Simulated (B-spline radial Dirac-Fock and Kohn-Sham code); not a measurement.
The computed values come from a radial B-spline solver: the Dirac equation of a negative muon with reduced mass in the field of a spherical finite nucleus, with the Uehling potential to all orders; nuclear polarisation, deformation, hyperfine structure, self-energy, higher-order vacuum polarisation, relativistic recoil and electron screening are left out. The nuclear charge is a Fermi distribution (skin thickness 2.3 fm).

Question: A muonic atom of atomic mass 197.97 u emits these computed lines: 2p3/2 → 1s1/2 5761 keV, 3d5/2 → 2p3/2 2340 keV, 4f7/2 → 3d5/2 870.0 keV, 5g9/2 → 4f7/2 400.1 keV. Which element is it, and what rms charge radius was used?

Answer: Gold (Z = 79, nuclide ¹⁹⁸Au); the high transitions hardly feel the nucleus and fix Z. The 2p → 1s line lies 9071 keV below the value for a point nucleus without QED, which for this nuclear model gives a radius near 5.44 fm (5.44 fm was used).
